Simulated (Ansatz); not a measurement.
System: CeF3 (charge +1, singlet). 
Coordinates optimised at B3LYP-D3(BJ)/def2-TZVP (Ansatz, an electronic-structure program):
```xyz
4

Ce    -0.0532     0.0750     0.1777
F     -1.4213    -1.2081    -0.3997
F      0.0826     1.5478    -1.1121
F      1.6816    -0.8228     0.3669
```
Charge +1, spin multiplicity 1.

Total electronic energies in hartree. Cores are frozen in the correlated levels unless marked. No spin-orbit coupling. The frozen core is the preceding noble-gas configuration, with the filled d and f shells of earlier blocks. Past Kr the def2 sets carry scalar-relativistic core potentials. 

| level | program | energy (Eh) |
|---|---|---|
| HF/def2-TZVPP | Ansatz | -771.97786 |
| PBE/def2-TZVP | Ansatz | -774.37568 |
| BLYP/def2-TZVP | Ansatz | -774.60831 |
| revPBE-D3(BJ)/def2-TZVP | Ansatz + dftd3 | -774.61956 |
| revPBE-D4/def2-TZVP | Ansatz + dftd4 | -774.62007 |
| B97M-V/def2-TZVP | Ansatz | -774.48085 |
| B3LYP-D3(BJ)/def2-TZVP | Ansatz + dftd3 | -774.73227 |
| B3LYP-D4/def2-TZVP | Ansatz + dftd4 | -774.73187 |
| PBE0-D3(BJ)/def2-TZVP | Ansatz + dftd3 | -774.32455 |
| PBE0/def2-TZVP | Ansatz | -774.32303 |
| BHLYP-D3(BJ)/def2-TZVP | Ansatz + dftd3 | -774.38405 |
| r2SCANh-D4/def2-TZVP | Ansatz + dftd4 | -774.61325 |
| HSE06/def2-TZVP | Ansatz | -774.31212 |
| CAM-B3LYP/def2-TZVP | Ansatz | -774.55450 |
| wB97X/def2-TZVP | Ansatz | -774.59430 |
| B2PLYP-D4/def2-TZVP | Ansatz + dftd4 | -774.05575 |
| RPA@PBE/def2-TZVPP | Ansatz | -773.16471 |
| MP2/def2-SVP | Ansatz | -772.27302 |
| SCS-MP2/def2-SVP | Ansatz | -772.23937 |
| SCS-MP2/def2-TZVPP | Ansatz | -772.81633 |
| CCSD/def2-SVP | Ansatz | -772.26046 |
| CCSD/def2-TZVPP | Ansatz | -772.82702 |

Totals of different functionals don't rank their quality; only differences between species are comparable.
